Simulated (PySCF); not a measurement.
From one molecule to another.

First species: C5H11NOSi3.
InChI=1S/C5H11NOSi3/c6-3-10-5(1-7)2-9(10)4-8/h1,5,9-10H,2,4H2,8H3/t5-,9-,10-/m1/s1

Second species: C5H11NOSi3.
SMILES: `O=C[C@@H]1[Si@H]([Si@@H](C1)C[SiH3])C#N`

Levels: PBE0/pcSseg-1 for dipole moment, HOMO energy, LUMO energy and HOMO–LUMO gap; GFN2-xTB for rotational constant A and rotational constant C. Geometries: GFN2-xTB. All species are isolated and taken at one optimised geometry, non-relativistic unless stated. Electronic properties by PySCF.

The conformers computed, where there is a choice (atom-mapped SMILES and torsion angles):
- `[N:1]#[C:2][Si@@H:3]1[C@H:4]([CH:5]=[O:6])[CH2:7][Si@@H:8]1[CH2:9][SiH3:10]`: Si3–C4–C5–O6 -85°, C7–Si8–C9–Si10 -155°
- `[N:1]#[C:2][Si@@H:3]1[C@@H:4]([CH:5]=[O:6])[CH2:7][Si@H:8]1[CH2:9][SiH3:10]`: Si3–C4–C5–O6 81°, C7–Si8–C9–Si10 158°

Values for the first species:

* Dipole moment: 4.96 D
* HOMO energy: -7.52 eV
* LUMO energy: -1.31 eV
* HOMO–LUMO gap: 6.21 eV
* Rotational constant A: 0.984 GHz
* Rotational constant C: 0.559 GHz

Question: Estimate the same properties for the second species, and the change in each.

Answer: 
```csv
property,first,second,second less first
dipole moment,4.96 D,2.58 D,-2.38 D
HOMO energy,-7.52 eV,-7.63 eV,-0.11 eV
LUMO energy,-1.31 eV,-1.39 eV,-0.08 eV
HOMO–LUMO gap,6.21 eV,6.24 eV,+0.03 eV
rotational constant A,0.984 GHz,1.056 GHz,+0.072 GHz
rotational constant C,0.559 GHz,0.456 GHz,-0.103 GHz
```

On the first: The dipole equals about 16.5 × 10⁻³⁰ C·m (1 D = 3.33564 × 10⁻³⁰ C·m). A dipole of 4.96 D is allowed in C1, and pure rotational transitions are dipole-allowed.

On the second: In atomic units the dipole is 1.01 e·bohr (1 au = 2.5417 D).
